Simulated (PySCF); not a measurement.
Working out the ionisation energy of Mo

Mo [Kr] 4d5 5s1 (7S) → Mo⁺ [Kr] 4d5 (6S). Calculation: PySCF 2.14, in x2c-TZVPall; the spin-free X2C one-electron Hamiltonian (Gaussian nucleus). Frozen: [Kr]. Energies in hartree (1 hartree = 27.21139 eV):

```csv
part,Mo (lower),Mo⁺ (upper)
UHF,-4046.193021,-4045.963138
MP2 opposite-spin,0.000000,0.000000
MP2 same-spin,-0.062094,-0.046878
```

Task: What does Hartree-Fock give?

Result: (-4045.963138) − (-4046.193021) = 0.229883 hartree = 6.255 eV.

Task: What do MP2 and SCS-MP2 (6/5 opposite-spin, 1/3 same-spin) give?

Result: The opposite-spin parts differ by 0.000 eV and the same-spin parts by 0.414 eV. MP2: 6.255 + (0.000) + (0.414) = 6.669 eV. SCS-MP2: 6.255 + 1.2 × (0.000) + (0.414)/3 = 6.393 eV.

Measured between the centres of the two terms (NIST): 7.092 eV, so MP2 (valence) is off by -0.423 eV.

What remains against the reference includes basis incompleteness, the frozen core and correlation beyond second order.
